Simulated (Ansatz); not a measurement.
Frontier orbitals of C₄N₄O₄Sn (`O=C=[N][Sn]([N]=C=O)([N]=C=O)[N]=C=O`).

The species carries charge 0 and has multiplicity 1. Correlated methods include outer-core shells of Sn, which these sets cover unevenly. Sn takes the def2 core potential. All single points use the PBE0-D4/def2-TZVP geometry. It is one conformer, not always the lowest. Basis def2-TZVPP, Ansatz.

Orbital energies of one run (eV). Highest occupied ones, from the top: -10.67, -10.70, -10.75, -10.93, -11.07, -11.32, -11.47, -11.62, -15.34, -15.43, -15.47, -15.53, -15.56, -15.58. Empty: -1.35, 0.24, 0.39, 0.45, 1.00, 1.32.

(1) Which functional gave them?
A. BHLYP
B. ωB97X-V
C. PBE0
D. HSE06 (plane-wave form)

Answers

(1) A. HOMO energies: BHLYP -10.67, ωB97X-V -11.66, PBE0 -9.33, HSE06 -8.92 eV.
